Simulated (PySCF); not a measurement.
Molecular orbitals of SiTe

PBE at R = 2.275 Å; basis Si def2-TZVPP, Te def2-TZVPP with ECP28; scalar-relativistic core potentials; PySCF 2.14. State: ¹Σ⁺ (singlet), closed shell. Only the outer orbitals are listed, counted within each symmetry, core potentials removing the inner ones.

| orbital | occ. | ε (eV) | on Si (%) | main shells (%) |
| --- | --- | --- | --- | --- |
| 7σ | 2 | -15.79 | 20 | 78 Te s, 14 Si s |
| 8σ | 2 | -10.65 | 65 | 64 Si s, 18 Te p, 16 Te s |
| 4π | 2 | -6.35 | 28 | 72 Te p, 26 Si p |
| 4π | 2 | -6.35 | 28 | 72 Te p, 26 Si p |
| 9σ | 2 | -6.35 | 55 | 44 Te p, 38 Si p, 17 Si s |
| 5π | 0 | -3.29 | 72 | 71 Si p, 25 Te p |
| 5π | 0 | -3.29 | 72 | 71 Si p, 25 Te p |
| 10σ | 0 | -0.22 | 65 | 66 Si p, 44 Te p |

Problem. Which are the highest filled and the lowest empty level, where do they sit, and how wide is the gap?

Solution. Highest filled 9σ at -6.35 eV (in %: 44 Te p, 38 Si p, 17 Si s); lowest empty 5π at -3.29 eV (in %: 71 Si p, 25 Te p); the gap at PBE is 3.06 eV.

```
bond order (Mayer)                               : 2.53
⟨S²⟩                                             : 0.000
charge on Si (Mulliken, basis-dependent)         : 0.08
charge on Si (Löwdin, basis-dependent)           : -0.12
dipole moment (positive dipole means Si(−)Te(+)) : -0.54 D
polarisability along the bond                    : 104.0 bohr³
polarisability across the bond                   : 46.4 bohr³
```

Spin–orbit coupling is left out.
